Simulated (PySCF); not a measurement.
What happened in this job?

A TDDFT job on [C9H7O]-, SMILES `C#Cc1ccc([O-])cc1C` (charge -1). Computed with TDDFT wB97X-D/def2-SVPD, vertical, gas phase, core orbitals frozen in the response in PySCF 2.14.0, density-fitted response routines.

Driver input (Å, PBE0-D3(BJ)/def2-SVP geometry):

```
{"job": {"kind": "uv", "xc": "wB97X-D", "basis": "def2-SVPD", "ip": true}, "charge": -1, "multiplicity": 1}
C     -2.7050     2.6991     0.4403
C     -1.7388     1.9519     0.3655
C     -0.6255     1.0818     0.2777
C      0.6970     1.5914     0.2250
C      1.7988     0.7729     0.1361
C      1.6916    -0.6747     0.0886
O      2.6759    -1.4352     0.0040
C      0.3216    -1.1537     0.1481
C     -0.7866    -0.3357     0.2373
C     -2.1694    -0.9227     0.2919
H     -3.5484     3.3573     0.5053
H      0.8270     2.6788     0.2567
H      2.8092     1.1923     0.0964
H      0.1953    -2.2418     0.1171
H     -2.7903    -0.5656    -0.5469
H     -2.6977    -0.6204     1.2118
H     -2.1332    -2.0217     0.2556
```

Output:

```
coarse grid: 15200 points
cycle   1  E = -421.6792840214  dE =  1.884e+00  |g| = 8.808e-01  |ddm| = 1.649e+01
cycle   2  E = -421.4664283144  dE =  2.129e-01  |g| = 1.409e+00  |ddm| = 4.629e+00
cycle   3  E = -421.8637772355  dE = -3.973e-01  |g| = 1.342e-01  |ddm| = 2.933e+00
cycle   4  E = -421.8680618252  dE = -4.285e-03  |g| = 6.151e-02  |ddm| = 8.159e-01
cycle   5  E = -421.8690009977  dE = -9.392e-04  |g| = 2.799e-02  |ddm| = 3.425e-01
cycle   6  E = -421.8692068637  dE = -2.059e-04  |g| = 7.187e-03  |ddm| = 9.851e-02
cycle   7  E = -421.8692331484  dE = -2.628e-05  |g| = 2.875e-03  |ddm| = 4.713e-02
cycle   8  E = -421.8692386500  dE = -5.502e-06  |g| = 1.102e-03  |ddm| = 1.783e-02
final grid: 149688 points
cycle   9  E = -421.9404796189  dE = -1.219e-04  |g| = 3.981e-03  |ddm| = 5.792e-01
cycle  10  E = -421.9404824664  dE = -2.848e-06  |g| = 2.568e-03  |ddm| = 5.006e-02
cycle  11  E = -421.9404839078  dE = -1.441e-06  |g| = 7.421e-04  |ddm| = 1.123e-02
cycle  12  E = -421.9404840285  dE = -1.206e-07  |g| = 3.768e-04  |ddm| = 3.662e-03
cycle  13  E = -421.9404840611  dE = -3.262e-08  |g| = 7.800e-05  |ddm| = 1.301e-03
cycle  14  E = -421.9404840629  dE = -1.854e-09  |g| = 3.738e-05  |ddm| = 4.481e-04
cycle  15  E = -421.9404840635  dE = -5.820e-10  |g| = 1.171e-05  |ddm| = 1.833e-04
converged SCF energy = -421.9404840635

Static polarisability (au): isotropic 131.736, principal 71.926 118.084 205.200

Singlet excitations
state   eV       nm        f      main configurations
  1   4.3474    285.2   0.06436   H->L+3 0.93
  2   4.4576    278.1   0.57053   H->L+1 0.91
  3   4.6120    268.8   0.00938   H->L 0.73, H->L+4 0.10
  4   4.7696    259.9   0.00130   H->L+5 0.67, H->L+4 0.13, H-3->L+5 0.09
  5   4.8048    258.0   0.00001   H-1->L+1 0.85
  6   5.2702    235.3   0.00025   H->L+2 0.74, H->L+5 0.08
  7   5.3200    233.1   0.00032   H->L+4 0.63, H->L 0.14, H->L+6 0.08
  8   5.3505    231.7   0.00095   H-1->L+3 0.98
  9   5.9674    207.8   0.00238   H->L+6 0.79
 10   6.0813    203.9   0.00028   H->L+7 0.60, H->L+8 0.15

Triplet excitations (Tamm-Dancoff, eV): 3.0434 3.4565 4.5307 4.5774
Vertical ionisation energy (delta-SCF) = 2.5191 eV
```

The SCF starts on a coarse grid; the energy jumps when the final grid takes over, and dE counts afresh there.

Frontier levels of this run: HOMO -2.56 eV, LUMO 5.32 eV.

Question: Which diagnosis fits best?
A. excited states above electron detachment
B. response equations not converged
C. unstable closed-shell reference
D. SCF not converged

Answer: A. The lowest singlet lies at 4.35 eV, while the vertical detachment energy by ΔSCF is 2.52 eV. States above that threshold can lose an electron: they are at best resonances in the continuum, which a finite basis only mimics, so their energies depend on the basis.

Question: What would you do next?

Answer: Don't read them as bound-state absorption lines; add a counter-ion or a solvent model, or treat the states as resonances.

wB97X-D is run here without its empirical dispersion term; that term would change no orbital, density or response property at a fixed geometry.
